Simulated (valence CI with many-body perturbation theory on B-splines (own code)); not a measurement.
## Rb XIV in brief

Level of theory: configuration interaction combined with many-body perturbation theory (CI+MBPT): six valence electrons over a frozen Dirac-Fock core [Ar], a basis of 7 s, 7 p, 8 d, 6 f, 4 g, 1 h functions for each j, with the one-electron correlation potential Σ1, the two-electron term Σ2, the three-electron term Σ3, Breit, model QED; selected CI, second order for the rest, scaled by the run's own slope (own B-spline code, finite nucleus).

No measured spectrum was set against this ion. As an estimate, terms of the open shell hold to 2 to 4 % of their energy, and close levels can change places. Core correlation moves these levels by up to 6200 cm⁻¹, and in measured spectra 5 to 20 % of such shifts remained as error; rates that hang on mixing are uncertain with them. Among the levels kept, up to 670 cm⁻¹ of a level comes from second order outside the variational space, and about a tenth of that is noise between levels of different J, which matters for small intervals. Only levels of the ground parity were solved; by the run's estimate the other parity begins above the list, which can be wrong where configurations are misplaced.

Names give the largest LS component (configuration and term), which can be under half, so a name can repeat, a term be missing and a line seem to break the LS rules; names also repeat where a configuration has a term twice.

Rates and lifetimes use the calculated energies. Strong lines usually hold to 10 to 20 %, long lifetimes can be off by a factor of two.

What is the ground level?

3d6 5D_4, composition 96 % 3d6 5D + 3 % 3d6 3F, g = 1.491.

How is the term 5D of the ground level split?

J = 4 at 0.0, J = 3 at 6911, J = 2 at 10161, J = 1 at 12695, J = 0 at 13523 cm⁻¹.

What is the ionisation energy?

443.03 eV; NIST lists 443 ± 3 eV (theoretical).

How well does LS coupling describe the low levels?

Among the lowest 20 levels the leading LS term, summed over configurations, holds 83 % on average. For single configurations the figures are 83 % in LS and 62 % in jj coupling. Terms mix most in the J = 4 level at 52760 cm⁻¹, where the leading one holds 34 %.

Name the longest-lived excited levels whose lifetime is computed, and their main decay.

3d6 3H_6 at 54560 cm⁻¹ lives 5180 s, mostly by E2 to 3d6 5D_4.
